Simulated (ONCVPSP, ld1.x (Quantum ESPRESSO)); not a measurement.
## Potentials for arsenic compared

Generated with ld1.x 7.5 (TM, RRKJ, ultrasoft, PAW), atompaw 4.2 or ONCVPSP 4.0.1. The cutoff is in Ry: for ld1.x and atompaw files where the sum of valence levels is converged to 10 mRy in a Bessel basis, for ONCV files where the hardest occupied wave has 1 mHa per electron of residual kinetic energy. The error is the largest all-electron minus pseudo excitation energy over each file’s own four to seven test configurations (ionisations up to +4, promotions, holes and added fractions of an electron), all of which were solved. The labels leave out finer settings (local radius, basis sizes, second energies), which also bear on the numbers. Spin-polarised tests are not counted. The rows are a selection from randomly drawn settings: files with unsolved tests, undetermined cutoffs or missed reference levels are left out.

A true bound ghost makes a file unfit for plane-wave use even where its test errors are small: the radial tests pick states by their node count and pass the ghost by.

| potential | cutoff (Ry) | largest error (meV) | bound ghosts |
| --- | --- | --- | --- |
| TM, LDA (PZ), scalar-relativistic, rc 1.40/2.00 (sp), local smoothed, core correction yes, reference 4s1.5 4p3.5 | 35 | -233 | none |
| ONCV, PBE, scalar-relativistic, rc 1.25/2.00/0.90 (spd), local smoothed, core correction yes, reference 3d10 4s2 4p2, qcut 4.5/4.4/19.7, projectors 2/2/2 | 283 | -19 | s, p |
| ONCV, PBE, scalar-relativistic, rc 1.65/0.95/0.70 (spd), local smoothed, core correction yes, reference 3p6 3d10 4s2 4p3, qcut 4.1/13.2/25.6, projectors 2/3/2 | 443 | -115 | s |

**Question.** Fill in the row for As: ONCV, PBE, scalar-relativistic, rc 1.65/1.00/0.90 (spd), local smoothed, core correction yes, reference 3p6 3d10 4s2 4p3, qcut 3.6/13.1/17.3, projectors 1/2/2.

**Answer.** cutoff 246 Ry, largest error -182 meV, bound ghosts: s.

**Question.** Fill in the row for As: TM, PBE, non-relativistic, rc 1.55/2.05/1.90 (spd), local s, core correction no, reference 4s2 4p3.

**Answer.** cutoff 30 Ry, largest error -38 meV, bound ghosts: p, d.

**Question.** Fill in the row for As: ONCV, PBEsol, scalar-relativistic, rc 0.90/0.90/0.90 (spd), local smoothed, core correction yes, reference 3s2 3p6 3d10 4s1.5 4p3.5, qcut 17.7/15.6/14.9, projectors 3/2/1.

**Answer.** cutoff 305 Ry, largest error -6.7 meV, bound ghosts: none.
